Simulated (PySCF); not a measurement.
Gas-phase reaction: 2 GaCl + 3 H ⇌ GaCl2 + GaH3

Method: PySCF energies (xtb for GFN2) plus ideal-gas RRHO corrections (1 bar). † marks an energy on the PBE0/def2-TZVP geometry and frequencies; other levels use their own. 6-31G* has spherical d functions here. Open shells (unrestricted): H (multiplicity 2), GaCl2 (multiplicity 2); the rest are closed-shell singlets. GFN2 has no spin-polarisation term. B3LYP is the form with VWN-RPA correlation. Ga: all electrons, no relativistic terms. GaCl2, GaH3: computed as isolated molecules; such fragments, hydroxides, amides, oligomers or adducts are transient or little studied in the gas. The harmonic model lacks anharmonicity and excited electronic states, which grow with temperature; levels with a mode under 35 cm⁻¹ are left out. Soft modes under 120 cm⁻¹ make the harmonic entropy rough for GaCl2.

| level | ΔE electronic, kJ | ΔH°(298 K), kJ | ΔS°(298 K), J/K | ΔG°(1400 K), kJ |
|---|---|---|---|---|
| B3LYP/6-31G* | -532 | -497 | -302 | -48 |
| GFN2-xTB | -618 | -590 | -296 | -154 |
| HF/def2-TZVP† | -450 | -414 | -304 | 37 |
| PBE0/def2-TZVP | -555 | -518 | -304 | -67 |
| LDA/def2-TZVP† | -630 | -594 | -304 | -143 |
ΔH° is lowest at LDA/def2-TZVP† and highest at HF/def2-TZVP†. No reference value is set beside these.
